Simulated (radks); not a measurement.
H-, configuration [He].

Calculated with a radial shooting solver on a logarithmic mesh with Libxc functionals: scalar-relativistic Kohn-Sham, PBE, spin-unpolarised, spherical densities, point nucleus; Watson sphere of charge +1 and radius 1.51 bohr.

Energy parts (eV; the electron-nucleus part includes the sphere):
part                   energy
total                 -42.888
kinetic                23.051
electron-nucleus      -80.855
Hartree                31.380
exchange-correlation  -16.465

Orbitals (lengths in bohr, moments of r in powers of bohr; r(90%) holds 90 % of the orbital's charge):
orbital  occ.  eigenvalue (eV)  r(90%)   <1/r>
1s          2          -8.1047    2.85  0.9199

The highest occupied level is 1s at -8.105 eV. Summed over all electrons, <r^2> = 6.971 bohr^2, which gives a Langevin (diamagnetic) susceptibility term of -5.52 x 10^-6 cm^3/mol. The density falls to 0.001 e/bohr^3 at r = 3.34 bohr.
